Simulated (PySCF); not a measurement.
H (SMILES [H-]), charge -1, singlet (in this run its highest filled SCF level lies above zero, so its values depend strongly on the basis, on diffuse functions most of all). Base run: CAMB3LYP/def2-SV(P) in PySCF.

Input for PySCF:
```python
from pyscf import gto, scf, dft

mol = gto.Mole()
mol.atom = '''
    H     0.00000000    0.00000000    0.00000000
'''
mol.basis = 'def2-sv(p)'
mol.charge = -1
mol.verbose = 4
mol.build()

mf = dft.RKS(mol)
mf.xc = 'camb3lyp'
mf.kernel()
```

Each row names what was changed in the base input (with any setting that the change needs).

```csv
change,ΔE vs base (mEh),fitting functions
base,0.000,-
auxbasis = cc-pvtz-jkfit,-0.025,30
auxbasis = cc-pvqz-jkfit,-0.025,51
auxbasis = def2-universal-jkfit,-0.117,18
"exchange = seminumerical (SGX) (with mf = sgx.sgx_fit(mf, auxbasis='def2-universal-jfit'); with mf.with_df.dfj = True)",-0.017,11
auxbasis = even-tempered beta=3.0,-0.011,5
auxbasis = autoaux,0.000,9
auxbasis = cc-pvtz-ri,-0.059,30
auxbasis = cc-pvdz-jkfit,-0.025,23
auxbasis = def2-svp-ri,-0.028,14
```

A fitting set is made for a task (jfit for Coulomb, jkfit for Coulomb and exchange, ri for correlation) and for a family of orbital bases.
